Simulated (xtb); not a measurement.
Al(All)(OH)2 (C3H7AlO2), SMILES C=C[CH2][Al]([OH])[OH]. All values are semi-empirical tight-binding results from xtb (GFN2-xTB unless named), good for trends rather than for accurate numbers. Coordinates come from a GFN2-xTB optimisation. The values are those of a single conformer.

Optimised geometry:

```xyz
13

Al     0.0392     0.1250     0.9593
C      0.2025    -1.1040    -0.6392
C     -0.4679    -0.5358    -1.8293
C      0.1452     0.1171    -2.8049
H     -0.2288    -2.0677    -0.3632
H      1.2647    -1.2650    -0.8347
H     -1.5423    -0.6690    -1.8706
H      1.2112     0.2777    -2.7925
H     -0.3889     0.5168    -3.6499
O     -0.4253     1.6817     0.7069
H     -0.6898     2.5595     0.4787
O      0.4214    -0.5520     2.4091
H      0.6169    -0.8786     3.2742
```
Charge 0, spin multiplicity 1.

For metal compounds this method's bond lengths and energies can be far off.

Problem. Estimate the properties. (The exact figures need the calculation; the answer reports its results.)

Solution. 
| Property | Result |
|---|---|
| orbital gap | 3.62 eV |
| zero-point energy | 58.5 kcal/mol |
| G − E(el) at 298.15 K (modified RRHO) | 37.3 kcal/mol |

Computed atomic charges and the Wiberg bond orders between heavy atoms:
charges (e) Al1 0.38, C2 -0.13, C3 -0.02, C4 -0.11, H5 0.06, H6 0.06, H7 0.03, H8 0.03, H9 0.03, O10 -0.47, H11 0.31, O12 -0.47, H13 0.31. Bond orders Al1–C2 0.92, C2–C3 1.06, C3–C4 1.92, Al1–O10 1.35, Al1–O12 1.35.
